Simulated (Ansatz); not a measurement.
Job for Ansatz (a program for electronic structure): R-CCSD(T)/def2-TZVPPD on HIPb (SMILES [I][PbH]), atoms moved off the minimum. Elements past Kr take the def2 small-core potentials; no spin–orbit coupling. Files ending in .json are basis or fitting sets from the Basis Set Exchange. The run froze 18 orbitals, filled d shells among them.

Ansatz 0.2 input:
```yaml
crystal:
  periodic: [false, false, false]
  atoms:
    - {symbol: Pb, position_ang: [-0.64822003, -0.53661497, 0.73312597]}
    - {symbol: H, position_ang: [-1.81602924, -1.10864801, -0.54501818]}
    - {symbol: I, position_ang: [1.03148347, 0.85658759, -1.13285586]}
basis:
  gaussian:
    orbitals: def2-TZVPPD.json
magnetization: {spin_polarized: false}
correlation: {method: ccsd_t, electrons: outside_noble_gas}
scf: {lower_state_search: off}
output: {forces: true}
```

Program output:

```
WARN ansatz: RAYON_NUM_THREADS=1 ignored (pool sized by the plan → 1); use --threads N
Functional definition: HF
these checks for a lower state are left out or cut short: starts, cluster_reference, orbital_swaps, neighbouring_geometries, increment
integrals: 0.26 GiB planned
1168 factors; integrals over basis functions are off by at most 5.3e-4 eV
mean field: 0.40 GiB planned
mean field evaluation 1: about -13308.8707 eV, gradient 1.2e1 eV
mean field evaluation 2: about -13308.8734 eV, gradient 1.2e1 eV
mean field evaluation 4: about -13309.6266 eV, gradient 1.5e0 eV
mean field evaluation 8: about -13309.6425 eV, gradient 2.6e-1 eV
mean field evaluation 16: about -13309.6430 eV, gradient 1.7e-6 eV
mean field -13309.64300313 eV, -489.1203587649 hartree, gradient 1.7e-6 eV, S^2 0.000000; 0 other end points of the search recorded, 0 dependent functions left out
18 core orbitals not correlated
reference -13309.64300313 eV, -489.1203587649 hartree; 6, 6 occupied and 108, 108 virtual orbitals, 1168 factors
densities: 1.01 GiB planned
second order -5.81267512 eV of doubles, -0.00000000 eV of singles
coupled cluster: 0.66 GiB planned
cycle   1  -6.31928136 eV  change   -5.1e-1 eV  update   7.2e-2
cycle   2  -6.51902048 eV  change   -2.0e-1 eV  update   2.5e-2
cycle   3  -6.56203939 eV  change   -4.3e-2 eV  update   1.5e-2
cycle   4  -6.55747481 eV  change    4.6e-3 eV  update   4.9e-3
cycle   5  -6.55671287 eV  change    7.6e-4 eV  update   2.2e-3
cycle   6  -6.55682860 eV  change   -1.2e-4 eV  update   9.3e-4
cycle   7  -6.55676554 eV  change    6.3e-5 eV  update   3.5e-4
cycle   8  -6.55681508 eV  change   -5.0e-5 eV  update   1.2e-4
cycle   9  -6.55680908 eV  change    6.0e-6 eV  update   3.6e-5
cycle  10  -6.55679205 eV  change    1.7e-5 eV  update   1.4e-5
cycle  11  -6.55679431 eV  change   -2.3e-6 eV  update   5.3e-6
cycle  12  -6.55679594 eV  change   -1.6e-6 eV  update   1.9e-6
perturbative correction -0.26799629 eV, -0.0098486822 hartree
the calculation of the forces begins
Total energy: -13316.46779536 eV, -489.3711652533 hartree
Atom 0 at    -0.648220    -0.536615     0.733126 Å, force     0.374824     0.215807     0.201095 eV/Å
Atom 1 at    -1.816029    -1.108648    -0.545018 Å, force    -0.238722    -0.108667    -0.314964 eV/Å
Atom 2 at     1.031483     0.856588    -1.132856 Å, force    -0.136103    -0.107140     0.113869 eV/Å
Dipole moment:    -0.347354    -0.321565     0.603153 e Å
Checks for a lower state left out: starts, cluster_reference, orbital_swaps, neighbouring_geometries, increment
```

Self-consistency was reached.

Cost: very roughly 40 core-seconds.
